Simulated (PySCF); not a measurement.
Correlation energy of Zr²⁺ (zirconium, charge +2)

[Kr] 4d1 5s1, high-spin 3D determinant (an excited configuration). Calculation: PySCF 2.14, in def2-TZVPPD with the def2 core potential (28 electrons) (6s4p3d2f1g, 56 functions); a scalar-relativistic core potential. Frozen: nothing; 10 electrons correlated.

MP2 pair energies summed by pair of shells (mhartree):

```tsv
pair	energy	share (%)
4p-4p	-113.40	56.7
4p-4d	-28.78	14.4
4s-4p	-23.79	11.9
4p-5s	-21.18	10.6
4s-4s	-5.17	2.6
4d-5s	-4.15	2.1
4s-4d	-2.68	1.3
4s-5s	-0.90	0.4
```

Total MP2 correlation energy: -200.05 mhartree.

Same-spin part -60.11 and opposite-spin part -139.94 mhartree; SCS-MP2 scales them by 1/3 and 6/5 to -187.97 mhartree.

The basis has no tight functions for the innermost shells, so their pair energies are far from complete.

This basis was not built for core-valence correlation, so the inner-shell part is incomplete.
